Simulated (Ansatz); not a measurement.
C₃H₆BCl. The species carries charge 0 and has multiplicity 1. The bonds changed during the relaxation, so this is another structure than the one it started from. The structure was optimised at the PBE0-D4/def2-TZVP level. It is one conformer, not always the lowest.

```xyz
11

B    -0.739   -0.942   -0.105
C     0.461    0.725    1.059
Cl    1.617    0.658    2.318
C     0.714    0.284   -0.188
C    -0.373    0.144   -1.189
H    -1.640   -0.707    0.645
H    -0.204   -2.010   -0.080
H    -0.460    1.218    1.338
H     1.672   -0.183   -0.383
H    -1.048    0.992   -1.261
H     0.000   -0.179   -2.155
```

What is the dipole moment at r2SCAN/def2-TZVPP? (Estimate.)

Ansatz gave: 1.43 D, with components (0.31, 1.14, -0.81) D in this frame, pointing from negative to positive charge.

And with PBE, B3LYP, ωB97M-V? (Best estimate.)

Computed: PBE 1.41 D, B3LYP 1.39 D, ωB97M-V 1.40 D.

Give the Mulliken charges with r2SCAN, B3LYP, ωB97M-V in def2-TZVPP. (An estimate is asked.)

The calculation gave: 
```json
{"atom": "B1", "r2SCAN": "-0.09", "B3LYP": "-0.12", "ωB97M-V": "-0.26"}
{"atom": "C2", "r2SCAN": "0.06", "B3LYP": "0.01", "ωB97M-V": "0.00"}
{"atom": "Cl3", "r2SCAN": "-0.08", "B3LYP": "-0.07", "ωB97M-V": "-0.04"}
{"atom": "C4", "r2SCAN": "-0.13", "B3LYP": "-0.15", "ωB97M-V": "-0.14"}
{"atom": "C5", "r2SCAN": "-0.09", "B3LYP": "-0.16", "ωB97M-V": "-0.20"}
{"atom": "H6", "r2SCAN": "0.00", "B3LYP": "0.02", "ωB97M-V": "0.08"}
{"atom": "H7", "r2SCAN": "0.01", "B3LYP": "0.03", "ωB97M-V": "0.08"}
{"atom": "H8", "r2SCAN": "0.12", "B3LYP": "0.14", "ωB97M-V": "0.14"}
{"atom": "H9", "r2SCAN": "0.08", "B3LYP": "0.11", "ωB97M-V": "0.12"}
{"atom": "H10", "r2SCAN": "0.06", "B3LYP": "0.09", "ωB97M-V": "0.11"}
{"atom": "H11", "r2SCAN": "0.07", "B3LYP": "0.10", "ωB97M-V": "0.11"}
```

B3LYP here is the variant with VWN-RPA as its local correlation; programs differ in this.
